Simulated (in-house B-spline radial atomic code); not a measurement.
Configurations of Gd⁶⁺, with energies counted from [Kr] 4d10 4f6 5s2 5p4. All numbers are computed (scalar-relativistic (X2C) LC-wPBE, spin-polarised, spherical fractional occupations, exact exchange averaged over the configuration; Fermi nucleus of rms radius 5.1569 fm) with a B-spline radial code for spherical atoms, not measured. Shells without spins written out take the highest spin.

Occupations are held fixed; configurations that lie above the ionisation limit could autoionise.

```json
{"configuration": "[Kr] 4d10 4f5 5s2 5p4 5d1", "E - E(ref) (eV)": "26.858", "highest orbital": "5d up", "its <r> (bohr)": "1.68"}
{"configuration": "[Kr] 4d10 4f6 5s2 5p3 5d1", "E - E(ref) (eV)": "28.193", "highest orbital": "5d up", "its <r> (bohr)": "1.703"}
{"configuration": "[Kr] 4d10 4f5 5s2 5p4 6s1", "E - E(ref) (eV)": "41.147", "highest orbital": "6s up", "its <r> (bohr)": "2.457"}
{"configuration": "[Kr] 4d9 4f6 5s2 5p5", "E - E(ref) (eV)": "131.92", "highest orbital": "5p down", "its <r> (bohr)": "1.399"}
```

Task: Order these further configurations by energy, lowest first.
A. [Kr] 4d10 4f5 5s2 5p5
B. [Kr] 4d10 4f5 5s2 5p4 6p1
C. [Kr] 4d10 4f6 5s2 5p3 6p1
D. [Kr] 4d10 4f5 5s2 5p4 6d1
E. [Kr] 4d9 4f7 5s2 5p4

Result: A (-3.7431 eV), B (49.91 eV), C (50.667 eV), D (61.704 eV), E (133.8 eV).

Task: Is the reference the lowest configuration at this level of theory?

Result: No: [Kr] 4d10 4f5 5s2 5p5 lies 3.743 eV lower with this functional.
